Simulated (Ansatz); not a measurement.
Computed with Ansatz on PBE0-D4/def2-TZVP structures; ΔE is electronic, products minus reactants. CBS: MP2 limit from def2 TZ/QZ plus the TZ coupled-cluster correction, frozen cores. Functionals use def2-TZVPP. Elements past krypton have def2 core potentials. For Sn, Te outer-core shells are correlated without core-valence functions, which leaves a few kJ/mol of doubt a bond. Each species was taken in one conformer, which may not be the lowest.

Consider the redistribution: `F[SiH2][TeH]` + `[CH3][SnH2][SiH2]N` → `N[SiH2][TeH]` + `[CH3][SnH2][SiH2]F`.

```csv
species,B2PLYP energy (Eh)
`F[SiH2][TeH]`,-658.94356
`[CH3][SnH2][SiH2]N`,-601.70743
`N[SiH2][TeH]`,-615.01066
`[CH3][SnH2][SiH2]F`,-645.64233
```

Problem. Work out ΔE.

Solution. ΔE = (-615.01066) + (-645.64233) − (-658.94356) − (-601.70743) = -0.00200 Eh = -1.3 kcal/mol. CCSD(T)/CBS gives -1.1 kcal/mol.

Largest T1 diagnostic among the species: 0.012.

In def2-TZVPP, CCSD(T) changes the Hartree–Fock value by +0.9 kcal/mol (the triples alone add +0.1 kcal/mol) and MP2 by +0.9 kcal/mol.
